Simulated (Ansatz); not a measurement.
TiBr₂Cl₂, relaxed as a singlet with RKS PBE-D4/def2-SVP in Ansatz, starting from the GFN2-xTB geometry. Force threshold 0.02 eV/Å.

Start:

```xyz
5

Ti   -0.005   -0.065    0.077
Br    0.479    2.219    0.185
Br   -0.343   -0.505   -2.195
Cl   -1.771   -0.471    1.152
Cl    1.640   -1.178    0.781
```

```tsv
step	energy (eV)	largest force component (eV/Å)	SCF passes
1	-188196.1790	1.368	29
2	-188196.2640	0.114	21
3	-188196.2650	0.018	22
```

Force components are those of the run's own axes.

End:

| atom | x (Å) | y (Å) | z (Å) |
| --- | --- | --- | --- |
| Ti1 | -0.002 | -0.026 | 0.030 |
| Br2 | 0.488 | 2.241 | 0.221 |
| Br3 | -0.353 | -0.543 | -2.212 |
| Cl4 | -1.795 | -0.478 | 1.168 |
| Cl5 | 1.662 | -1.194 | 0.792 |

By distances, no bond broke or formed. The bond that changes most is Ti1–Cl4, from 2.11 to 2.17 Å (atoms count from 1).

No frequencies were taken in this run, so the end may be a saddle point.

Run time 6 s (2 threads of AMD EPYC 7R13 on a shared host).
